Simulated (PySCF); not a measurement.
# Trend along the chalcogens: MCs molecules

PBE0 with double-zeta basis sets in PySCF, for the lowest determinant that a PBE0 search found; no spin–orbit coupling. De refers to high-spin ground-configuration atoms. A positive dipole means M(−)Cs(+).

| M | basis | state (unpaired electrons) | Re (Å) | ωe (cm⁻¹) | De (eV) | μ (D) |
| --- | --- | --- | --- | --- | --- | --- |
| O | def2-SVP | doublet (π ↑) | 2.557 | 352 | 2.56 | 8.18 |
| S | def2-SVPD | doublet (π ↑) | 3.142 | 192 | 2.74 | 11.12 |
| Se | def2-SVP | doublet (π ↑) | 3.256 | 138 | 2.49 | 10.56 |
| Te | def2-SVP | doublet (π ↑) | 3.497 | 107 | 2.27 | 11.41 |

Problem. By what factor does the harmonic wavenumber vary along the series?

Solution. At PBE0 it runs from 107 cm⁻¹ (CsTe) to 352 cm⁻¹ (CsO), a factor of 3.29.

The rows differ in basis set, which adds steps of its own.

Down a group the atoms grow and get heavier, so bonds lengthen and wavenumbers fall; this series shows no clear exception.

These are scalar-relativistic numbers at best; spin–orbit coupling would shift them, the dissociation energy most. States were picked by a PBE0 search and need not be the measured ground states.
